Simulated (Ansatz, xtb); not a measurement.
C4H3ClN2S: which of two isomers lies lower

Structure I is `C=C(Cl)c1ncns1`, a singlet and structure II is `C=Nc1ncsc1Cl`, a singlet. Both are isolated molecules in the gas phase, relaxed with r2SCAN-D4/def2-SVP; the shapes shown needn't be the lowest conformers.

I (Å):

```json
{"atom": "C", "x (Å)": "-0.0777", "y (Å)": "-1.0909", "z (Å)": "-4.1365"}
{"atom": "C", "x (Å)": "-0.9437", "y (Å)": "-1.3099", "z (Å)": "-3.1359"}
{"atom": "C", "x (Å)": "-0.6637", "y (Å)": "-1.0034", "z (Å)": "-1.7366"}
{"atom": "C", "x (Å)": "0.3781", "y (Å)": "-0.3309", "z (Å)": "0.0488"}
{"atom": "Cl", "x (Å)": "-2.5225", "y (Å)": "-1.9982", "z (Å)": "-3.4239"}
{"atom": "N", "x (Å)": "0.4603", "y (Å)": "-0.4813", "z (Å)": "-1.2974"}
{"atom": "N", "x (Å)": "-0.7167", "y (Å)": "-0.6930", "z (Å)": "0.6905"}
{"atom": "S", "x (Å)": "-1.7876", "y (Å)": "-1.2871", "z (Å)": "-0.4353"}
{"atom": "H", "x (Å)": "0.8956", "y (Å)": "-0.6579", "z (Å)": "-3.8949"}
{"atom": "H", "x (Å)": "-0.3285", "y (Å)": "-1.3354", "z (Å)": "-5.1698"}
{"atom": "H", "x (Å)": "1.2178", "y (Å)": "0.0909", "z (Å)": "0.6103"}
```

II (Å):

```xyz
11

C    -0.5709   -3.3935    0.8046
C    -1.0432   -1.1557    0.9988
C     0.1990    0.5672    0.3774
C    -1.8882   -0.1224    1.3904
Cl   -3.4160   -0.2684    2.1268
N    -1.3837   -2.4823    1.1812
N     0.1325   -0.7250    0.4277
S    -1.1818    1.4184    1.0302
H     0.4051   -3.1760    0.3339
H    -0.8567   -4.4434    0.9567
H     1.0405    1.1312   -0.0350
```

Q: Estimate E(II) − E(I) at the level CCSD(T)/def2-SVP + ΔMP2/def2-TZVPP.

A: Calculated at CCSD(T)/def2-SVP + ΔMP2/def2-TZVPP: E(II) − E(I) = +40.6 kJ/mol, so structure I lies lower.

The same difference at several levels:

| level | geometry | E(II) − E(I) (kJ/mol) | departure from the last row (kJ/mol) | job, with rough time for the two |
| --- | --- | --- | --- | --- |
| GFN2-xTB | GFN2-xTB | +33.9 | −6.7 | optimisation, 0.14 s |
| HF/STO-3G | GFN2-xTB | +19.7 | −20.9 | single point, 0.36 s |
| r2SCAN-D4/def2-SVP//GFN2-xTB | GFN2-xTB | +26.6 | −14.0 | single point, 3.7 s |
| r2SCAN-D4/def2-SVP | r2SCAN-D4/def2-SVP | +28.7 | −12.0 | optimisation, 26 s |
| HF/def2-SVP | r2SCAN-D4/def2-SVP | +19.0 | −21.6 | part of the CCSD(T) run |
| MP2/def2-SVP | r2SCAN-D4/def2-SVP | +25.6 | −15.1 | part of the CCSD(T) run |
| CCSD(T)/def2-SVP | r2SCAN-D4/def2-SVP | +26.3 | −14.3 | single point |
| CCSD(T)/def2-SVP + ΔMP2/def2-TZVPP | r2SCAN-D4/def2-SVP | +40.6 |  | single point, 53 s |

As drawn, II has 1 C=N, 1 C–N, 1 C∷S, 1 C∷C in place of 1 C=C, 1 C–C, 1 C∷N, 1 N∷S (∷ is an aromatic bond).

The levels shown agree on the order. The largest departure from CCSD(T)/def2-SVP + ΔMP2/def2-TZVPP is that of HF/def2-SVP, 21.6 kJ/mol. The last row adds to CCSD(T) the change of the MP2 difference between the two basis sets, here +14.3 kJ/mol, a large step that makes the value less sure.

With thermal terms from frequencies at re-optimised GFN2-xTB minima (ideal gas, soft modes damped towards free rotors, one conformer each, 298.15 K, 1 atm): the zero-point term adds −2.3 kJ/mol; ΔH is +39.2 and ΔG +37.6 kJ/mol.

The correlated steps freeze 16 core orbitals. Codes used: Ansatz 0.2.0, xtb 6.7.1; the last row on 4 threads of Arm Neoverse V2 on a shared host.
